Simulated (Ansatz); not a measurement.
Reaction (SMILES): CCCCF -> CCCCF as doublet, charge +1 + e-
Geometries: B3LYP-D3(BJ)/def2-TZVP minima from Ansatz (a first-principles code), one conformer each, not searched for the lowest.

Property: adiabatic ionisation energy (electronic energy difference), in eV. Valence correlation only, unless marked. UHF or UKS for open shells. Spin-orbit coupling is left out. Non-relativistic. Basis-set limits of correlation are two-point, X^-3; Hartree-Fock from the larger set.

CCSD(T)/CBS(cc-pVTZ,cc-pVQZ) (Ansatz) gives 10.88 eV.

Another calculation gave 10.78 eV. Which level was it?
A) PBE-QIDH/def2-TZVPD (Ansatz)
B) r2SCANh/def2-TZVPD (Ansatz)
C) B2PLYP/def2-TZVPD (Ansatz)
D) HSE06/def2-TZVPD (Ansatz)

A, PBE-QIDH/def2-TZVPD (Ansatz). The others give 10.58 (B2PLYP), 10.33 (r2SCANh), 10.44 (HSE06) eV.
